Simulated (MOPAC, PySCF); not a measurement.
H9NOSi3, SMILES `O[SiH2][SiH2][SiH2]N`, neutral singlet in the gas phase. 

Cartesian coordinates (Å):
SMILES: O[SiH2][SiH2][SiH2]N
```xyz
14

N     -2.9538    -0.5820    -0.6856
Si    -1.6068     0.3079    -0.0668
Si     0.3210    -1.0192    -0.1909
Si     2.1370     0.2587     0.5616
O      1.4613     1.6723     1.1092
H     -3.1489    -1.5011    -0.3176
H     -3.8168    -0.0933    -0.8757
H     -1.4573     1.5185    -0.9162
H     -1.7391     0.7787     1.3459
H      0.5658    -1.4859    -1.5844
H      0.1583    -2.2318     0.6636
H      3.1081     0.5259    -0.5395
H      2.9020    -0.4200     1.6481
H      2.0574     2.3358     1.4679
```
Charge 0, spin multiplicity 1.

All levels are single points at this geometry (r2SCAN-D4/def2-TZVP); Pople sets use spherical d functions. Orbital energies aren't observables, and empty levels follow the basis.

| level | HOMO (eV) | LUMO (eV) | gap (eV) | dipole (D) | vertical IE, Delta-SCF (eV) |
|---|---|---|---|---|---|
| PBE-D3(BJ)/def2-TZVP in PySCF | -5.82 | -1.37 | 4.45 | 0.84 | 8.57 |
| r2SCAN-D4/def2-TZVP in PySCF | -6.11 | -1.06 | 5.06 | 0.84 | 8.74 |
| B3LYP/6-311+G** in PySCF | -6.93 | -0.94 | 5.99 | 0.77 | – |
| PBE/6-31G* in PySCF | -5.48 | -0.97 | 4.51 | 0.89 | – |
| HF/6-31G* in PySCF | -9.85 | 3.02 | 12.87 | 0.90 | 8.84 |
| PM7 in MOPAC | -9.50 | -0.06 | 9.44 | 1.09 | – |
